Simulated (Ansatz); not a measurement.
Consider the ligand exchange at a Mg–S bond: `[NH2][Mg][SH]` + `[SiH3]N[SiH3]` → `[NH2][Mg][N]([SiH3])[SiH3]` + H₂S.

Computed with Ansatz on PBE0-D4/def2-TZVP structures; ΔE is electronic, products minus reactants. CBS: MP2 limit from def2 TZ/QZ plus the TZ coupled-cluster correction, frozen cores. This one scheme is used for every species. Functionals use def2-TZVPP. HSE06 is defined as in plane-wave codes. For Mg outer-core shells are correlated without core-valence functions, which leaves a few kJ/mol of doubt a bond. One conformer a species, not always the lowest.

Q: Is it downhill or uphill in electronic energy at CCSD(T)/CBS, and by how much? (Estimate.)

A: The calculation gave: Uphill: ΔE = +7.8 kcal/mol.

Q: What do these levels give: revPBE-D4, B97M-V, PBE0-D4, CAM-B3LYP-D4, HSE06, MP2/def2-QZVPP? (An estimate is asked.)

A: Ansatz gave: revPBE-D4 8.9, B97M-V 9.8, PBE0-D4 10.2, CAM-B3LYP-D4 9.8, HSE06 11.2, MP2/def2-QZVPP 7.9 kcal/mol.

Largest T1 diagnostic among the species: 0.010.

Leaving LDA and LC-ωPBE aside and taking each functional with its dispersion term where it has one, the values, not all of them listed here, spread over 1.4 kcal/mol, from BLYP-D4 to HSE06-D4. The D4 term adds −1.6 kcal/mol with B3LYP and −1.0 kcal/mol with PBE0; it sums over pairs of atoms, weighted by their polarisabilities, and B3LYP, whose exchange is more repulsive, gets the larger term.

B3LYP here is the variant with VWN-RPA as its local correlation; programs differ in this.
